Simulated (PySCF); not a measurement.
Choosing a molecule for a target property.

All species are isolated and taken at one optimised geometry, non-relativistic unless stated; the electronic structure was computed with PySCF and density fitting.

Dipoles, sizes and rotational constants follow the conformer. The torsions of the flexible species, by atom-mapped SMILES:
- `[CH3:1][CH2:2][CH2:3][SiH2:4][SiH:5]([CH3:6])[CH3:7]`: C1–C2–C3–Si4 179°, C2–C3–Si4–Si5 -65°, C3–Si4–Si5–C6 -70°
- `[CH:1]#[C:2][C@H:3]([CH3:4])[N:5]([SiH3:6])[CH:7]=[CH2:8]`: C2–C3–N5–Si6 -136°, C3–N5–C7–C8 168°
- `[CH3:1][CH2:2][Si@@H:3]1[CH2:4][CH2:5][C@H:6]1[C:7]#[N:8]`: C1–C2–Si3–C4 164°
- `[CH3:1][S@@:2](=[O:3])[CH2:4][CH2:5][CH:6]([SiH3:7])[SiH3:8]`: C1–S2–C4–C5 -72°, S2–C4–C5–C6 -164°, C4–C5–C6–Si7 -63°
- `[O:1]=[CH:2][NH:3][C@H:4]1[CH:5]=[CH:6][C@H:7]1[NH:8][CH:9]=[O:10]`: O1–C2–N3–C4 7°, C2–N3–C4–C5 -38°, C6–C7–N8–C9 167°, C7–N8–C9–O10 8°
- `[CH3:1][CH2:2][CH2:3][CH2:4][Si@H:5]([CH3:6])[SiH3:7]`: C1–C2–C3–C4 180°, C2–C3–C4–Si5 -178°, C3–C4–Si5–C6 -59°
- `[CH3:1][N:2]([CH3:3])[C:4]1=[CH:5][SiH2:6][CH:7]=[CH:8]1`: C1–N2–C4–C5 142°

The conformers of `Fc1ccc2c(c1)[C@@H]1C=C[C@H]2C1` and `COC/P=P/CCP` aren't listed.

**Question.** Wanted: smallest rotational constant between 0.6 GHz and 1.07 GHz (GFN2-xTB) and dipole moment above 1.3 D (PBE0/pcSseg-1), at GFN2-xTB geometries. Which candidate meets both?
A. `[C@H]1(C=C[C@@H]1NC=O)NC=O`
B. `CC[Si@@H]1CC[C@H]1C#N`
C. `CCCC[Si@H](C)[SiH3]`
D. `C[S@@](=O)CCC([SiH3])[SiH3]`
E. `CCC[SiH2][SiH](C)C`
F. `C#C[C@H](C)N([SiH3])C=C`

**Answer.** B. Computed values:
| species | smallest rotational constant | dipole moment |
| --- | --- | --- |
| C[S@@](=O)CCC([SiH3])[SiH3] | 0.493 GHz | 3.17 D |
| CCCC[Si@H](C)[SiH3] | 0.548 GHz | 1.02 D |
| CCC[SiH2][SiH](C)C | 0.687 GHz | 0.48 D |
| CC[Si@@H]1CC[C@H]1C#N | 0.890 GHz | 5.11 D |
| C#C[C@H](C)N([SiH3])C=C | 1.040 GHz | 1.23 D |
| [C@H]1(C=C[C@@H]1NC=O)NC=O | 1.101 GHz | 1.45 D |

**Question.** Wanted: HOMO–LUMO gap between 4.3 eV and 6.2 eV (PBE0/pcSseg-1) and HOMO energy above -6.4 eV (PBE0/pcSseg-1), at GFN2-xTB geometries. Which candidate meets both?
A. `C(CP)/P=P/COC`
B. `O=CN[C@H]1C=C[C@H]1NC=O`
C. `CN(C)C1C=C[SiH2]C=1`
D. `C[S@@](=O)CCC([SiH3])[SiH3]`
E. `CCC[SiH2][SiH](C)C`
F. `Fc1ccc2c(c1)[C@@H]1C=C[C@H]2C1`
G. `C#C[C@H](C)N([SiH3])C=C`

**Answer.** C. Computed values:
```csv
species,HOMO–LUMO gap,HOMO energy
C(CP)/P=P/COC,3.95 eV,-6.32 eV
CN(C)C1C=C[SiH2]C=1,4.67 eV,-5.66 eV
Fc1ccc2c(c1)[C@@H]1C=C[C@H]2C1,5.93 eV,-6.48 eV
C#C[C@H](C)N([SiH3])C=C,6.43 eV,-6.03 eV
O=CN[C@H]1C=C[C@H]1NC=O,6.71 eV,-6.94 eV
C[S@@](=O)CCC([SiH3])[SiH3],7.00 eV,-6.68 eV
CCC[SiH2][SiH](C)C,7.99 eV,-7.76 eV
```
